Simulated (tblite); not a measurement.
Problem. What does the GFN2-xTB structure of `[SiH3][Si@H](COC)O` look like in three dimensions?

Solution. 
Z-matrix in Å and degrees, rows numbered from 1:
```
C 
O   1  1.4016
C   2  1.4195  1  113.68
Si  3  1.9165  2  103.53  1   178.70
O   4  1.6303  3  106.89  2    53.42
Si  4  2.3079  3  109.32  2   -67.63
H   1  1.0978  2  111.06  3    60.38
H   1  1.0972  2  111.18  3   -60.54
H   1  1.0889  2  107.09  3   179.88
H   3  1.0973  2  110.09  1    57.59
H   3  1.0986  2  109.84  1   -59.98
H   4  1.4671  3  107.91  2   162.68
H   5  0.9545  4  119.30  3   -33.90
H   6  1.4689  4  112.15  3   -51.79
H   6  1.4677  4  111.85  3  -170.77
H   6  1.4688  4  114.58  3    68.91
```

O2 (ether oxygen) is bent (angle 113.7°). Si6 (SiH3 silicon) is distorted tetrahedral (angles from 105.7° to 114.6°). Si4 (oxygen-bound silicon) is distorted tetrahedral (angles from 102.2° to 118.1°). Of the pairs four or more bonds apart, O2···H13 is among the closest relative to their van der Waals radii: 2.68 Å, 98 % of the sum of Bondi's values.

The geometry is computed with GFN2-xTB (gas phase).

Point group: C1 (no symmetry element, even within 0.4 Å). Its GFN2-xTB frequencies are all real (lowest 23 cm⁻¹). The numbers are those of one conformer (C1–O2–C3–Si4 179°, O2–C3–Si4–O5 53°, C3–Si4–O5–H -34°). 3 starts were optimised and ended at 0.00, 0.84 and 2.81 kcal/mol (GFN2-xTB); the lowest of these is shown.
